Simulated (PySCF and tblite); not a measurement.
Values are calculated unless marked as measured or tabulated.
Stationary points of C$_{5}$H$_{10}$O$_{2}$ at GFN2-xTB, in Å:

Structure A

```
 1 C     2.376    0.141   -0.597
 2 O     1.042   -0.100   -0.967
 3 C     0.201   -0.449    0.108
 4 C    -1.158   -0.915   -0.441
 5 C    -2.127    0.171    0.043
 6 O    -1.560    0.675    1.233
 7 C    -0.176    0.761    1.003
 8 H     2.919    0.334   -1.520
 9 H     2.809   -0.734   -0.095
10 H     2.467    1.008    0.067
11 H     0.683   -1.236    0.706
12 H    -1.116   -0.981   -1.525
13 H    -1.427   -1.885   -0.028
14 H    -3.123   -0.203    0.282
15 H    -2.206    0.972   -0.705
16 H     0.324    0.768    1.971
17 H     0.065    1.685    0.454
```

Structure B

```
 1 C     1.717    0.439   -0.985
 2 O     1.538   -0.691   -0.164
 3 C     0.286   -0.861    0.463
 4 C    -0.941   -0.831   -0.470
 5 C    -1.580    0.522   -0.153
 6 O    -1.331    0.737    1.220
 7 C    -0.050    0.224    1.519
 8 H     2.763    0.416   -1.285
 9 H     1.521    1.377   -0.456
10 H     1.091    0.400   -1.883
11 H     0.390   -1.840    0.938
12 H    -0.664   -0.940   -1.516
13 H    -1.622   -1.637   -0.201
14 H    -2.661    0.540   -0.296
15 H    -1.126    1.323   -0.755
16 H    -0.084   -0.181    2.532
17 H     0.704    1.022    1.491
```

Structure C

```
 1 C     2.275    0.234   -0.613
 2 O     1.313   -0.792   -0.640
 3 C     0.182   -0.695    0.204
 4 C    -1.133   -0.759   -0.604
 5 C    -2.073    0.200    0.148
 6 O    -1.395    0.597    1.327
 7 C    -0.022    0.591    1.026
 8 H     3.099   -0.135   -1.222
 9 H     2.639    0.433    0.400
10 H     1.904    1.167   -1.054
11 H     0.227   -1.546    0.900
12 H    -0.945   -0.422   -1.622
13 H    -1.525   -1.772   -0.642
14 H    -3.010   -0.266    0.457
15 H    -2.301    1.084   -0.464
16 H     0.526    0.606    1.968
17 H     0.240    1.477    0.431
```

Level: PBE/pcSseg-1 + D3(BJ) on GFN2-xTB stationary points, with GFN2-xTB thermal terms.

Which structure is a saddle point, and along which motion?

C: one imaginary mode (127i cm⁻¹ at GFN2-xTB, mostly on O2, C1, H10), along the rotation about the C3–O2 bond (torsion C4–C3–O2–C1 from -171° to -306°, falling).

Give their symmetry and energies above the lowest.

A C1, 0.0 kcal/mol; B C1, 1.9 kcal/mol; C C1, 6.1 kcal/mol.
